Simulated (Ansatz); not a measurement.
Al15P15H34, a nanocrystal cut from wurtzite AlP (hydrogen-capped). The state is a singlet with charge 0. Geometry PBE-D4/def2-SVP; atoms count from 1.

```xyz
64

Al   -4.498    1.619   -1.682
P    -3.864   -0.658   -2.286
P    -2.413    2.709   -1.540
Al   -0.597    1.502   -2.589
Al    0.633    5.204   -1.860
P     1.289    2.922   -2.430
Al   -2.099   -1.633   -0.977
P    -1.618   -3.843   -1.790
P    -0.209   -0.313   -1.062
Al    1.560   -1.556   -2.112
Al    3.132    2.029   -1.156
P     3.506   -0.221   -1.940
Al    0.187   -5.023   -0.648
P     1.898   -3.403   -0.587
Al    5.311   -1.429   -0.826
P    -5.073    1.189    0.635
Al   -1.968    3.651    0.649
P     0.088    4.794    0.472
Al   -3.468    0.272    2.222
P    -2.912   -1.862    1.233
P    -1.541    1.606    1.882
Al    0.415    0.464    1.096
Al    1.691    3.901    2.086
P     2.308    1.793    1.055
Al   -1.270   -2.845    2.708
P    -0.747   -4.946    1.591
P     0.683   -1.548    2.373
Al    2.609   -2.839    1.660
Al    3.900    0.769    2.574
P     4.406   -1.329    1.426
H    -5.720    2.149   -2.556
H    -3.451   -0.669   -3.655
H    -4.989   -1.539   -2.365
H    -2.613    3.859   -2.373
H    -1.070    0.932   -4.015
H    -0.736    5.526   -2.655
H     1.905    6.172   -1.979
H     1.744    2.982   -3.789
H    -1.287   -3.737   -3.177
H    -2.812   -4.625   -1.884
H     1.074   -2.107   -3.541
H     4.441    2.927   -1.317
H     3.915   -0.097   -3.309
H     0.380   -6.501   -1.208
H     3.015   -4.121   -1.130
H     5.252   -2.962   -1.332
H     6.667   -0.579   -0.927
H    -6.305    0.463    0.713
H    -5.521    2.442    1.160
H    -3.296    4.356    1.214
H    -0.294    6.081    0.981
H    -4.116    0.122    3.671
H    -4.084   -2.688    1.231
H    -1.202    2.061    3.198
H     2.961    4.879    2.139
H     0.836    3.558    3.414
H    -1.842   -3.102    4.173
H    -1.857   -5.844    1.695
H     0.184   -5.648    2.421
H     1.032   -1.108    3.691
H     2.721   -4.175    2.543
H     5.239    1.649    2.642
H     3.094    0.356    3.912
H     5.393   -1.983    2.237
```

Single mean-field runs in def2-SVP are fitted with def2-universal-jkfit.

(1) Estimate the Mulliken populations of the heavy atoms from the PBE0/def2-SVP orbitals of Ansatz.

(2) And the Mayer bond orders between heavy atoms (over 0.3, the first 40 of 43)?

Answers

(1) 
| atom | charge (e) |
| --- | --- |
| Al1 | 0.57 |
| P2 | -0.29 |
| P3 | -0.59 |
| Al4 | 0.55 |
| Al5 | 0.43 |
| P6 | -0.55 |
| Al7 | 0.64 |
| P8 | -0.29 |
| P9 | -0.81 |
| Al10 | 0.55 |
| Al11 | 0.61 |
| P12 | -0.55 |
| Al13 | 0.57 |
| P14 | -0.59 |
| Al15 | 0.43 |
| P16 | -0.32 |
| Al17 | 0.55 |
| P18 | -0.55 |
| Al19 | 0.57 |
| P20 | -0.57 |
| P21 | -0.57 |
| Al22 | 0.71 |
| Al23 | 0.43 |
| P24 | -0.78 |
| Al25 | 0.57 |
| P26 | -0.32 |
| P27 | -0.57 |
| Al28 | 0.55 |
| Al29 | 0.43 |
| P30 | -0.55 |
Mulliken values depend strongly on the basis.

(2) Al1–P2 0.61 (2.44 Å); Al1–P3 0.83 (2.36 Å); Al1–P16 0.66 (2.43 Å); P2–Al7 0.71 (2.40 Å); P3–Al4 0.65 (2.42 Å); P3–Al17 0.64 (2.42 Å); Al4–P6 0.83 (2.37 Å); Al4–P9 0.65 (2.40 Å); Al5–P6 0.60 (2.44 Å); Al5–P18 0.63 (2.43 Å); P6–Al11 0.67 (2.41 Å); Al7–P8 0.71 (2.40 Å); Al7–P9 0.93 (2.31 Å); Al7–P20 0.78 (2.37 Å); P8–Al13 0.61 (2.44 Å); P9–Al10 0.65 (2.40 Å); P9–Al22 0.69 (2.38 Å); Al10–P12 0.83 (2.37 Å); Al10–P14 0.65 (2.42 Å); Al11–P12 0.67 (2.41 Å); Al11–P24 0.72 (2.37 Å); P12–Al15 0.60 (2.44 Å); Al13–P14 0.83 (2.36 Å); Al13–P26 0.66 (2.43 Å); P14–Al28 0.64 (2.42 Å); Al15–P30 0.63 (2.43 Å); P16–Al19 0.63 (2.44 Å); Al17–P18 0.86 (2.36 Å); Al17–P21 0.64 (2.43 Å); P18–Al23 0.59 (2.44 Å); Al19–P20 0.67 (2.42 Å); Al19–P21 0.80 (2.37 Å); P20–Al25 0.67 (2.42 Å); P21–Al22 0.71 (2.40 Å); Al22–P24 0.95 (2.31 Å); Al22–P27 0.71 (2.40 Å); Al23–P24 0.61 (2.43 Å); P24–Al29 0.61 (2.43 Å); Al25–P26 0.63 (2.44 Å); Al25–P27 0.80 (2.37 Å).
